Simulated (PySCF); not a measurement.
BrHOZn. Atoms are numbered in the order given.

```xyz
4

Zn     0.0072    -0.8356     0.0000
Br    -0.0003     1.4012     0.0000
O     -0.1161    -2.6116     0.0000
H      0.7235    -3.0814     0.0000
```

Coordinates come from a B3LYP-D3(BJ)/def2-TZVP optimisation. The values are those of a single conformer.

These are PySCF with M06-2X/def2-TZVPD values and carry that method's errors.

Symmetry labels are those of the subgroup Cs that the program uses (full group Cs).

Computed valence orbital energies around the gap with their symmetry:
| orbital | symmetry | energy (eV) |
|---|---|---|
| HOMO−7 | A" | -18.75 |
| HOMO−6 | A' | -18.57 |
| HOMO−5 | A' | -14.46 |
| HOMO−4 | A' | -11.62 |
| HOMO−3 | A' | -10.87 |
| HOMO−2 | A" | -10.58 |
| HOMO−1 | A' | -9.81 |
| HOMO | A" | -9.75 |
| LUMO | A' | -0.99 |
| LUMO+1 | A' | -0.14 |
| LUMO+2 | A" | -0.02 |
| LUMO+3 | A' | 0.37 |
